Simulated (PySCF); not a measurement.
Geometry:
```
atom   x (Å)   y (Å)   z (Å)
  C1   3.418   0.012   0.513
  C2   2.273   0.038   0.156
  C3   0.931   0.088  -0.374
  O4   0.681   0.272  -1.539
  N5  -0.009  -0.102   0.626
  C6  -1.375  -0.123   0.526
  C7  -2.001   0.073  -0.803
  S8  -2.236  -0.368   1.894
  H9   4.413  -0.016   0.849
 H10   0.344  -0.245   1.567
 H11  -1.704   1.035  -1.223
 H12  -1.658  -0.692  -1.500
 H13  -3.082   0.029  -0.711
```

Geometry: GFN2-xTB; GIAO shifts from PySCF 2.14.0 with density-fitted response routines, gas phase, non-relativistic, averaged over equivalent atoms.

At PBE0/pcSseg-1 (168 basis functions, 17 s wall time on 1 thread of an Arm Neoverse V1, shared host):
```
      atoms  δ (ppm)
         C6    220.5
         C3    150.7
         C1     85.9
         C2     81.6
         C7     37.4
         O4    481.4
         N5    221.1
        H10     9.19
H11/H12/H13     3.23
         H9     2.52
```

δ = σ(ref) − σ, references computed at the same level: TMS for 13C (186.93 ppm), 1H (31.72 ppm); 17O (336.08 ppm) against H2O; NH3 for 15N (267.73 ppm).

Estimate the result of repeating the calculation with HSE06/def2-SVPD.

Results:


```json
{"atoms": "C6", "δ at HSE06/def2-SVPD": "212.1", "change": "-8.4"}
{"atoms": "C3", "δ at HSE06/def2-SVPD": "143.4", "change": "-7.3"}
{"atoms": "C1", "δ at HSE06/def2-SVPD": "76.3", "change": "-9.6"}
{"atoms": "C2", "δ at HSE06/def2-SVPD": "74.5", "change": "-7.1"}
{"atoms": "C7", "δ at HSE06/def2-SVPD": "33.6", "change": "-3.8"}
{"atoms": "O4", "δ at HSE06/def2-SVPD": "439.5", "change": "-41.9"}
{"atoms": "N5", "δ at HSE06/def2-SVPD": "200.7", "change": "-20.4"}
{"atoms": "H10", "δ at HSE06/def2-SVPD": "9.87", "change": "+0.68"}
{"atoms": "H11/H12/H13", "δ at HSE06/def2-SVPD": "3.36", "change": "+0.13"}
{"atoms": "H9", "δ at HSE06/def2-SVPD": "2.42", "change": "-0.10"}
```

Chemical shifts δ = σref − σ; TMS for 13C (σref 193.63) and 1H (σref 31.88); 17O (σref 338.03) against H2O; 15N (σref 268.83) vs NH3, all at this level.

The largest change is at O4 (amide-type carbonyl oxygen). Cost: 210 basis functions, 49 s wall time on 1 thread of an Arm Neoverse V1, shared host. The order of the carbon signals is the same at both levels.

The C=O carbon of an acid or of an amide with N–H lies up to 10 ppm further downfield in solution, through hydrogen bonding that the calculation lacks. Unscaled 17O shifts of doubly bonded oxygen tend to come out too high, by tens of ppm or more. Experimental scales use liquid or dissolved standards, which lie at an offset from isolated NH3 (liquid NH3: subtract about 20 ppm) and H2O (liquid H2O: subtract about 36 ppm). Unscaled 15N shifts of sp2 nitrogen come out 20 to 40 ppm too high even then.
